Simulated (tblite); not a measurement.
C₅H₁₀P₂.
SMILES with atom numbers: `[CH3:1][C:2]1=[CH:3][CH2:4][CH2:5][P:6]1[PH2:7]` (hydrogens: H8, H9, H10 on C1; H11 on C3; H12, H13 on C4; H14, H15 on C5; H16, H17 on P7)

Computed with GFN2-xTB (tblite), gas phase: L-BFGS steps from a force-field or distance-geometry start until the largest atomic force falls under 0.01 eV/Å.

Geometry at step 32:
```
atom  x, y, z in Å
C1     -1.5857    1.5859    0.5772
C2     -0.8111    0.3225    0.3976
C3     -1.2669   -0.8493   -0.0389
C4     -0.2453   -1.9418   -0.1782
C5      1.1068   -1.2330   -0.2971
P6      0.9630    0.2358    0.8590
P7      1.7242    1.9388   -0.2773
H8     -2.6267    1.3716    0.8187
H9     -1.1464    2.1895    1.3716
H10    -1.5459    2.1699   -0.3471
H11    -2.2979   -1.0403   -0.3057
H12    -0.4358   -2.5600   -1.0599
H13    -0.2557   -2.5846    0.7102
H14     1.9488   -1.8747   -0.0352
H15     1.2364   -0.8934   -1.3299
H16     2.9198    1.9796    0.4280
H17     2.3113    1.1958   -1.3028
```

Problem. What forces act on the atoms?

Solution. 
| atom | Fx (eV/Å) | Fy (eV/Å) | Fz (eV/Å) |
| --- | --- | --- | --- |
| C1 | -0.010 | -0.040 | 0.044 |
| C2 | -0.011 | 0.013 | 0.001 |
| C3 | 0.050 | 0.021 | -0.032 |
| C4 | 0.004 | 0.006 | 0.000 |
| C5 | -0.006 | -0.032 | -0.006 |
| P6 | 0.008 | 0.021 | -0.126 |
| P7 | -0.081 | -0.050 | -0.121 |
| H8 | 0.028 | 0.058 | -0.051 |
| H9 | -0.031 | -0.017 | -0.013 |
| H10 | -0.027 | -0.041 | 0.098 |
| H11 | 0.076 | 0.032 | 0.041 |
| H12 | -0.029 | -0.032 | 0.090 |
| H13 | -0.056 | 0.005 | -0.101 |
| H14 | -0.014 | -0.010 | 0.042 |
| H15 | 0.069 | 0.045 | 0.042 |
| H16 | 0.042 | -0.005 | 0.077 |
| H17 | -0.010 | 0.025 | 0.015 |

The largest, 0.15 eV/Å, acts on P7; the rms over all components is 0.049 eV/Å. The forces sum to zero within rounding, as they must for an isolated molecule in no field.

Problem. Give the force on P7 in Eh/bohr and in nN.

Solution. 0.154 eV/Å ÷ 51.422 = 0.00299 Eh/bohr, and 0.154 eV/Å × 1.602 = 0.25 nN.

Problem. How far is this geometry from the end of the optimisation?

Solution. 0.198 eV above it, and 0.975 Å rms away after alignment. The bonds farthest from their final lengths, with half the difference of the two atoms' forces along the bond (positive lengthens):

| bond | now (Å) | final (Å) | force along bond (eV/Å) |
| --- | --- | --- | --- |
| C5–P6 | 1.875 | 1.865 | -0.02 |
| C3–C4 | 1.502 | 1.496 | -0.01 |
| P7–H16 | 1.389 | 1.394 | +0.10 |
| C4–H13 | 1.097 | 1.092 | -0.04 |
| C5–H14 | 1.091 | 1.094 | 0.00 |
| C1–H10 | 1.094 | 1.091 | -0.02 |

The angle farthest from its final value is C5–P6–P7, 105.3° against 98.0°.
